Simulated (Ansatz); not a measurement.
Ansatz (an electronic-structure program) input (HF/3-21G): The .json file is the Basis Set Exchange's 3-21G.

Ansatz 0.2 input:
```yaml
crystal:
  periodic: [false, false, false]
  atoms:
    - {symbol: Ga, position_ang: [0.00000000, -0.00000000, 0.00000000]}
    - {symbol: F, position_ang: [-1.43217268, -0.88393553, 0.00789209]}
    - {symbol: F, position_ang: [0.01625987, 1.57047752, -0.60486270]}
    - {symbol: F, position_ang: [1.41591282, -0.68654198, 0.59697061]}
basis:
  gaussian:
    orbitals: 3-21G.json
hamiltonian:
  xc: {name: HF}
phonons: {temperatures: {t_min: 298.15, t_max: 298.15, t_step: 100}}
```

Output:

```
Functional definition: HF
integrals: 0.01 GiB planned
519 factors; integrals over basis functions are off by at most 1.8e-4 eV
mean field: 0.12 GiB planned
mean field evaluation 1: about -60154.4576 eV, gradient 4.3e1 eV
mean field evaluation 2: about -60154.5292 eV, gradient 4.3e1 eV
mean field evaluation 4: about -60157.4644 eV, gradient 1.5e0 eV
mean field evaluation 8: about -60157.4867 eV, gradient 6.1e-2 eV
mean field -60157.48673598 eV, -2210.7468613384 hartree, gradient 8.5e-5 eV, S^2 0.000000; 0 other end points of the search recorded, 0 dependent functions left out
the calculation of the forces begins
reference -60157.48673598 eV, -2210.7468613384 hartree; 29, 29 occupied and 21, 21 virtual orbitals, 519 factors
these checks for a lower state are left out or cut short: stability, starts, cluster_reference, orbital_swaps, neighbouring_geometries, increment
integrals: 0.01 GiB planned
519 factors; integrals over basis functions are off by at most 1.8e-4 eV
mean field: 0.12 GiB planned
mean field evaluation 16: about -60157.4845 eV, gradient 1.3e0 eV
mean field -60157.48659801 eV, -2210.7468562679 hartree, gradient 5.1e-6 eV, S^2 0.000000; 0 other end points of the search recorded, 0 dependent functions left out
the calculation of the forces begins
reference -60157.48659801 eV, -2210.7468562679 hartree; 29, 29 occupied and 21, 21 virtual orbitals, 519 factors
these checks for a lower state are left out or cut short: stability, starts, cluster_reference, orbital_swaps, neighbouring_geometries, increment
integrals: 0.01 GiB planned
519 factors; integrals over basis functions are off by at most 1.8e-4 eV
mean field: 0.12 GiB planned
mean field -60157.48659843 eV, -2210.7468562833 hartree, gradient 5.1e-6 eV, S^2 0.000000; 0 other end points of the search recorded, 0 dependent functions left out
the calculation of the forces begins
reference -60157.48659843 eV, -2210.7468562833 hartree; 29, 29 occupied and 21, 21 virtual orbitals, 519 factors
these checks for a lower state are left out or cut short: stability, starts, cluster_reference, orbital_swaps, neighbouring_geometries, increment
integrals: 0.01 GiB planned
519 factors; integrals over basis functions are off by at most 1.8e-4 eV
mean field: 0.12 GiB planned
mean field evaluation 32: about -60157.3467 eV, gradient 1.4e0 eV
mean field -60157.48668888 eV, -2210.7468596074 hartree, gradient 5.1e-6 eV, S^2 0.000000; 0 other end points of the search recorded, 0 dependent functions left out
the calculation of the forces begins
reference -60157.48668888 eV, -2210.7468596074 hartree; 29, 29 occupied and 21, 21 virtual orbitals, 519 factors
these checks for a lower state are left out or cut short: stability, starts, cluster_reference, orbital_swaps, neighbouring_geometries, increment
integrals: 0.01 GiB planned
519 factors; integrals over basis functions are off by at most 1.8e-4 eV
mean field: 0.12 GiB planned
mean field -60157.48668877 eV, -2210.7468596032 hartree, gradient 5.1e-6 eV, S^2 0.000000; 0 other end points of the search recorded, 0 dependent functions left out
the calculation of the forces begins
reference -60157.48668877 eV, -2210.7468596032 hartree; 29, 29 occupied and 21, 21 virtual orbitals, 519 factors
these checks for a lower state are left out or cut short: stability, starts, cluster_reference, orbital_swaps, neighbouring_geometries, increment
integrals: 0.01 GiB planned
519 factors; integrals over basis functions are off by at most 1.8e-4 eV
mean field: 0.12 GiB planned
mean field -60157.48660384 eV, -2210.7468564823 hartree, gradient 5.1e-6 eV, S^2 0.000000; 0 other end points of the search recorded, 0 dependent functions left out
the calculation of the forces begins
reference -60157.48660384 eV, -2210.7468564823 hartree; 29, 29 occupied and 21, 21 virtual orbitals, 519 factors
these checks for a lower state are left out or cut short: stability, starts, cluster_reference, orbital_swaps, neighbouring_geometries, increment
integrals: 0.01 GiB planned
519 factors; integrals over basis functions are off by at most 1.8e-4 eV
mean field: 0.12 GiB planned
mean field evaluation 64: about -60157.4866 eV, gradient 1.9e-2 eV
mean field -60157.48660302 eV, -2210.7468564521 hartree, gradient 5.1e-6 eV, S^2 0.000000; 0 other end points of the search recorded, 0 dependent functions left out
the calculation of the forces begins
reference -60157.48660302 eV, -2210.7468564521 hartree; 29, 29 occupied and 21, 21 virtual orbitals, 519 factors
these checks for a lower state are left out or cut short: stability, starts, cluster_reference, orbital_swaps, neighbouring_geometries, increment
integrals: 0.01 GiB planned
519 factors; integrals over basis functions are off by at most 1.8e-4 eV
mean field: 0.12 GiB planned
mean field -60157.48673152 eV, -2210.7468611742 hartree, gradient 5.1e-6 eV, S^2 0.000000; 0 other end points of the search recorded, 0 dependent functions left out
the calculation of the forces begins
reference -60157.48673152 eV, -2210.7468611742 hartree; 29, 29 occupied and 21, 21 virtual orbitals, 519 factors
these checks for a lower state are left out or cut short: stability, starts, cluster_reference, orbital_swaps, neighbouring_geometries, increment
integrals: 0.01 GiB planned
519 factors; integrals over basis functions are off by at most 1.8e-4 eV
mean field: 0.12 GiB planned
mean field -60157.48673152 eV, -2210.7468611744 hartree, gradient 5.1e-6 eV, S^2 0.000000; 0 other end points of the search recorded, 0 dependent functions left out
the calculation of the forces begins
reference -60157.48673152 eV, -2210.7468611744 hartree; 29, 29 occupied and 21, 21 virtual orbitals, 519 factors
Total energy: -60157.48673598 eV, -2210.7468613384 hartree
Atom 0 at     0.000000     0.000000     0.000000 Å, force     0.000000     0.000000    -0.000000 eV/Å
Atom 1 at    -1.432173    -0.883936     0.007892 Å, force     0.000062     0.000038    -0.000000 eV/Å
Atom 2 at     0.016260     1.570478    -0.604863 Å, force    -0.000001    -0.000068     0.000026 eV/Å
Atom 3 at     1.415913    -0.686542     0.596971 Å, force    -0.000061     0.000030    -0.000026 eV/Å
Dipole moment:    -0.000000    -0.000000     0.000000 e Å
Vibrations: 213.39 250.74 250.74 802.52 906.81 906.81 cm⁻¹, zero-point energy 0.206496 eV
```

The blocks after the first are displaced geometries, from whose forces the wavenumbers follow.
